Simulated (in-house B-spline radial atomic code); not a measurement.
# RPA and G0W0 on PBE: neutral manganese

Configuration [Ar] 3d5 4s2, highest spin, mean-field start PBE. Computed with a B-spline radial code for spherical atoms: all electrons, scalar-relativistic (spin-free one-electron X2C), finite nucleus, each spin shell either full or empty, empty states to l = 9 with an (l + 1/2)⁻⁴ tail; G0W0 by contour deformation at full frequency.

Command:
```bash
python run_gw.py task.json out
```
Settings (radii: box in bohr, nucleus in fm):
```
Z                        25
electrons                25
configuration            [Ar] 3d5 4s2
hamiltonian              x2c
method                   pbe,pbe
lmax                     9
rms_radius               3.7057
spin_polarised           True
box_radius               40
intervals                73
ion_configuration        [Ar] 3d5 4s1
```

Time taken, with all properties: 10 s on 1 thread of Arm Neoverse N1 (shared host).

Energies (hartree):

```
                                     term        value
                         mean-field total  -1158.33806
Hartree-Fock functional on these orbitals  -1157.37751
                      direct second order      -2.0679
                    second-order exchange      0.68375
                         SOSEX correction      0.59401
```

**Question.** What is the RPA correlation energy, and what remains with SOSEX?

**Answer.** RPA gives -1.7033 hartree (-1.85 eV per electron); RPA + SOSEX gives -1.1093, and the second-order doubles -1.3842 hartree (no singles). SOSEX takes back 35 % of the RPA value.

Quasi-particle levels (eV):

```json
{"level": "4s down", "occupied": "yes", "mean field": "-4.462", "Σx - vxc": "-1.72", "Σc": "?", "QP weight": "?", "G0W0": "?"}
```

G0W0 = mean field + (Σx - vxc) + Σc, with Σc (partial-wave tail included) taken at the quasi-particle energy. Only the outer levels were computed. Levels of low weight are left out.

**Question.** Where does G0W0 put 4s down?

**Answer.** At -7.394 eV, with Σc = -1.21 eV and a quasi-particle weight of 0.775. The tabulated removal energy is 7.434 eV (NIST, measured); the calculation leaves out spin-orbit coupling, Breit and QED terms, and what these don't explain is the method's own error.

**Question.** What does it cost to remove one electron (to [Ar] 3d5 4s1) by differences of total energies, each species on its own start (correlation terms add to the Hartree-Fock functional)?

**Answer.** PBE 7.234 eV, Hartree-Fock functional 5.858 eV, + RPA 7.820 eV, + RPA + SOSEX 7.365 eV, + second order 8.570 eV. Tabulated: 7.434 eV (NIST, measured); the calculation leaves out spin-orbit coupling, Breit and QED terms, and what these don't explain is the method's own error.
